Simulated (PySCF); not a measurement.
Partial charges of `C=C(F)[Si]1(CF)[SiH2]O[SiH2]1`

Compound: C₃H₈F₂OSi₃.
Geometry (GFN2-xTB, Å), atoms numbered from 1 in this order:
```
atom  x, y, z in Å
C1    -2.363   -0.670    1.148
C2    -1.839    0.159    0.260
F3    -2.672    1.012   -0.398
Si4   -0.005    0.301   -0.254
C5    -0.053    1.778   -1.499
F6     1.205    1.977   -2.034
Si7    1.206   -1.670   -0.746
O8     2.061   -1.289    0.626
Si9    1.676    0.129    1.401
H10   -3.417   -0.694    1.368
H11   -1.724   -1.352    1.678
H12   -0.725    1.595   -2.341
H13   -0.345    2.721   -1.029
H14    2.170   -1.721   -1.841
H15    0.616   -2.984   -0.498
H16    2.879    0.955    1.379
H17    1.321   -0.238    2.770
```

Density: PBE0/pcSseg-1 (PySCF); schemes: Mulliken, IAO, Hirshfeld and ESP-fitted. One conformer (not necessarily the lowest) at the GFN2-xTB geometry, without solvent, vibrations or thermal averaging.

Q: Atoms with like bonding are taken together and averaged. Do the Mulliken, IAO, Hirshfeld and ESP-fitted schemes agree on where the charge is lowest?

A: The schemes don't all agree: Mulliken O8 (-0.732); IAO O8 (-0.911); Hirshfeld O8 (-0.329); ESP-fitted C1 (-0.653).

Q: At which atom do the 4 schemes differ most?

A: At O8: from -0.911 (IAO) to -0.329 e (Hirshfeld), 0.582 e apart.

Q: For which atoms does the sign change between the 4 schemes (beyond +0.03 e in one, beyond −0.03 e in another)?

A: C2.

Q: What partial charge does each atom carry?

A: In e; atoms taken as equivalent share a row and are averaged (×n: the atom named and its like, n in all):

```
   atom              environment  Mulliken     IAO  Hirshfeld  ESP-fitted
     C1     terminal =CH2 carbon    -0.182  -0.351     -0.120      -0.653
     C2       vinylic C–F carbon    -0.066  +0.043     -0.011      +0.230
     F3           vinyl fluorine    -0.291  -0.279     -0.087      -0.179
    Si4  four-coordinate silicon    +0.135  +0.403     +0.199      +0.043
     C5           sp3 C–F carbon    -0.106  -0.205     -0.069      -0.071
     F6           alkyl fluorine    -0.345  -0.327     -0.130      -0.224
Si7/Si9     oxygen-bound silicon    +0.692  +0.729     +0.320      +0.448
     O8          siloxane oxygen    -0.732  -0.911     -0.329      -0.462
    H10         vinylic hydrogen    +0.136  +0.171     +0.057      +0.270
    H11         vinylic hydrogen    +0.140  +0.165     +0.056      +0.246
H12/H13       methylene hydrogen    +0.140  +0.155     +0.044      +0.115
H14/H16            Si–H hydrogen    -0.083  -0.116     -0.070      -0.071
H15/H17            Si–H hydrogen    -0.094  -0.122     -0.076      -0.093
```

Mean size of the charges over all atoms: IAO 0.300 e, Mulliken 0.244 e, ESP-fitted 0.225 e, Hirshfeld 0.122 e. Each set sums to the total charge, 0, to within 0.001 e. The Mulliken scheme gives each basis function's population to the atom it is centred on and halves the overlap population of two atoms between them. The IAO scheme projects the occupied orbitals on a minimal set of polarised atomic orbitals and counts the electrons in each atom's part of it.

Q: How closely do the schemes follow one another over all atoms?

A: Correlation coefficient and root-mean-square difference: IAO with Hirshfeld 0.99, 0.233 e; Mulliken with IAO 0.98, 0.098 e; Mulliken with Hirshfeld 0.97, 0.184 e; IAO with ESP-fitted 0.87, 0.200 e; Mulliken with ESP-fitted 0.83, 0.183 e; Hirshfeld with ESP-fitted 0.83, 0.176 e.

Q: How many electrons does the Hirshfeld scheme count on F3?

A: Z − q = 9 − (-0.087) = 9.087.
